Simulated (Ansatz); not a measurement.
Z-matrix (Å, degrees):
```
Si
N 1 1.744
N 1 1.866 2 109.5
B 1 1.949 2 122.9 3 54.9
H 1 1.482 2 107.2 3 -114.1
B 2 1.401 1 127.1 3 99.7
H 2 1.011 1 115.4 3 -84.2
H 3 1.011 1 119.1 2 7.6
H 3 1.010 1 119.8 2 -133.5
H 4 1.196 1 119.6 2 168.9
H 4 1.200 1 115.8 2 13.2
H 6 1.198 2 118.8 1 -2.5
H 6 1.198 2 119.8 1 177.6
```

Charge 0, multiplicity 1. The bonds changed during the relaxation, so this is another structure than the one it started from.

(1) List the r2SCAN/def2-TZVPP orbital energies in eV (the Gaussian-basis code of Ansatz). (Best estimate.)

## Answers

(1) Computed: Occupied: -1791.29, -386.39, -385.49, -180.22, -179.38, -141.70, -96.64, -96.55, -96.46, -23.79, -22.69, -14.99, -13.79, -13.56, -12.93, -11.00, -10.26, -9.61, -8.67, -8.04, -7.84, -7.73, -5.81. Lowest empty: -1.16, -0.26, 0.43, 0.52, 1.26, 1.86, 2.27, 2.74.
